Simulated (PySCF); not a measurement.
Compound: tetrahydropyran-2-methanol, C6H12O2.
Geometry (GFN2-xTB, Å), atoms numbered from 1 in this order:
```
atom  x, y, z in Å
O1     2.6292    0.8310    0.4786
C2     2.1983    0.2253   -0.7094
C3     0.6962   -0.0829   -0.6683
C4     0.3543   -1.0746    0.4467
C5    -1.1592   -1.2406    0.5561
C6    -1.8033    0.1329    0.7294
C7    -1.3518    1.0427   -0.4124
O8     0.0505    1.1644   -0.4628
H9     2.0157    1.5565    0.6543
H10    2.7701   -0.6980   -0.8207
H11    2.4018    0.8788   -1.5699
H12    0.3819   -0.4986   -1.6413
H13    0.7566   -0.6880    1.3850
H14    0.8346   -2.0305    0.2353
H15   -1.5408   -1.7077   -0.3559
H16   -1.4083   -1.8891    1.3977
H17   -2.8913    0.0565    0.7284
H18   -1.4859    0.5693    1.6786
H19   -1.7304    2.0591   -0.2820
H20   -1.7231    0.6448   -1.3705
```

Jobs on this species (20 atoms, 64 electrons) with PySCF (density fitting). Hardware of each: one thread, Arm Neoverse V1 (aarch64), shared host. Other jobs ran on the host; a repeat could differ by tens of per cent or more. Peak memory is the resident size of the whole Python process, interpreter and libraries included.

| level and settings | work | basis functions | SCF cycles | wall time | peak memory |
| --- | --- | --- | --- | --- | --- |
| wB97X-D/ANO-RCC-VDZP, level shift 0.1 Eh | spin–spin couplings from 18 perturbed nuclei, spin–dipole term left out | 172 | ? | ? | ? |
| PBE0/pcSseg-1 | shieldings, ring-centre shieldings, charges and field gradients | 196 | 14 | 42 s | 0.86 GiB |
| PBE0/pcSseg-1, start guess sap | shieldings, ring-centre shieldings, charges and field gradients | 196 | 14 | 46 s | 0.79 GiB |
| BHandHLYP/3-21G, IEF-PCM chloroform, start guess atom, damping 0.3 at the start, DIIS from the seventh cycle | spin–spin couplings from 18 perturbed nuclei, spin–dipole term left out | 96 | 11 | 20 s | 0.80 GiB |
| PBE0/def2-SVPD | 6 singlets by full TDDFT, 2 Tamm–Dancoff triplets, polarisability | 262 | 14 | 76 s | 1.0 GiB |
| HF/MINI, energy threshold 1e-06 Eh | spin–spin couplings from 18 perturbed nuclei, spin–dipole term left out | 52 | 7 | 8.5 s | 0.45 GiB |
| PBE/3-21G | spin–spin couplings from 18 perturbed nuclei, spin–dipole term left out | 96 | 14 | 17 s | 0.46 GiB |
| B3LYP/pcSseg-1, level shift 0.2 Eh | shieldings, ring-centre shieldings | 196 | 11 | 39 s | 0.82 GiB |
| CAM-B3LYP/pcSseg-0, IEF-PCM chloroform | shieldings, ring-centre shieldings | 96 | 12 | 15 s | 0.64 GiB |

Question: Fill in the missing figures.

Answer: 
- wB97X-D/ANO-RCC-VDZP, level shift 0.1 Eh; spin–spin couplings from 18 perturbed nuclei, spin–dipole term left out: 89 s, 0.96 GiB, 10 SCF cycles

Question: What do all jobs in the table cost together?

Answer: About 5.9 min; the longest takes about 25 % of that, and about 10 times as long as the shortest.

The pairwise dispersion term of wB97X-D wasn't added to the energies; at a given geometry it leaves orbitals and properties as they are.
